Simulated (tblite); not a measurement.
C7H7ClN (doublet state).
SMILES with atom numbers: `[N:1]#[C:2][CH2:3]/[CH:4]=[C:5]\[CH:6]=[CH:7]\[CH2:8][Cl:9]` (hydrogens: H10, H11 on C3; H12 on C4; H13 on C6; H14 on C7; H15, H16 on C8)

Geometry (GFN2-xTB, Å), atoms numbered from 1 in this order:
```xyz
16
C7H7ClN angstrom
N     -4.5022    1.4146   -0.4825
C     -3.6863    0.7721   -0.0050
C     -2.6463   -0.0467    0.5631
C     -1.5797   -0.3221   -0.4841
C     -0.3353   -0.0167   -0.3400
C      0.9496    0.3044   -0.1347
C      1.8927   -0.5469    0.4187
C      3.2731   -0.1377    0.6701
Cl     3.4640    0.3311    2.4416
H     -3.0892   -0.9918    0.8935
H     -2.2129    0.4665    1.4247
H     -1.9487   -0.7895   -1.3912
H      1.2721    1.2913   -0.4499
H      1.5870   -1.5248    0.7579
H      3.9902   -0.9443    0.5304
H      3.5644    0.7495    0.1111
```

All values are computed: GFN2-xTB (tblite) harmonic vibrations without scaling, gas phase. Against measured fundamentals such values can be off by several per cent, at times by over 20. One conformer, not necessarily the lowest. Open shells enter through the occupations alone, without spin polarisation, and single modes of such species can be off by tens of per cent.

Harmonic wavenumbers (cm⁻¹): 25.4, 41.3, 63.0, 96.9, 121.6, 195.5, 258.4, 297.3, 362.9, 375.4, 449.4, 511.6, 543.4, 579.9, 723.2, 742.8, 858.0, 893.4, 903.2, 965.8, 1003.1, 1065.8, 1099.3, 1118.5, 1141.4, 1178.8, 1219.2, 1233.4, 1247.8, 1301.4, 1406.1, 1421.6, 1452.1, 1962.8, 2407.7, 2942.4, 2977.7, 2987.5, 2991.6, 2999.1, 3015.7, 3096.1.

A = 4234, B = 377.3, C = 360.8 MHz; mass 140.027 u (most abundant isotopes); point group C1, symmetry number 1; spin multiplicity 2.

Q: What is the zero-point energy?

A: Half the sum of the wavenumbers: 25139 cm⁻¹ = 71.88 kcal/mol.

Q: Give the ideal-gas entropy at 500 K and 1 bar in the rigid-rotor, harmonic-oscillator model (classical rotation).

A: Translation 43.32, rotation 32.24, vibration 52.69, spin (R ln 2) 1.38: S = 129.6 cal/(mol K).

Q: And Cp and H(500 K) − H(0)?

A: Cp = 51.89 cal/(mol K), of which vibrations give 43.95 (their classical limit is 42 R = 83.5); H(500 K) − H(0) = 16.23 kcal/mol without the zero-point energy, 12.25 from vibrations.

Q: Blend soft modes into free rotors: weight 1/[1 + (100 cm⁻¹/ν̃)⁴] for the oscillator and the rest for a rotor with moment μB/(μ + B), μ = h/(8π²ν), B = 10⁻⁴⁴ kg m². What vibrational entropy results?

A: 46.06 cal/(mol K) in place of 52.69, which changes −T·S at 500 K by +3.31 kcal/mol.

Q: Which modes carry the vibrational entropy at 500 K?

A: 25.4 cm⁻¹: 7.19; 41.3 cm⁻¹: 6.22; 63.0 cm⁻¹: 5.38; 96.9 cm⁻¹: 4.53; 121.6 cm⁻¹: 4.08; 195.5 cm⁻¹: 3.16 cal/(mol K); the other 36 give 22.13 together.

Q: What must be added to the electronic energy to get the Gibbs energy at 500 K and 1 bar?

A: ZPE + [H(500 K) − H(0)] − T·S = 71.88 + 16.23 − 64.81 = 23.30 kcal/mol.

Q: How do the functions run with temperature in this model?

A: 
```
 T (K)  S (cal/(mol K))  Cp (cal/(mol K))  H − H(0) (kcal/mol)  G − H(0) (kcal/mol)  ln q(vib)
   150             86.0              24.5                 2.59               -10.32       4.72
   250            100.5              33.0                 5.46               -19.67       7.66
298.15            106.7              37.1                 7.15               -24.67       8.98
   400            118.8              45.2                11.36               -36.16      11.67
   600            139.6              57.3                21.69               -62.05      16.60
   900            165.1              68.6                40.72              -107.91      23.27
```

q(vib) and H(0) count from the zero-point level.

Hindered rotation and anharmonicity are outside this model. Other conformers, if any are populated, would add a mixing term that is left out. The structure is chiral; the term R ln 2 for an equal mix with its mirror image is left out.
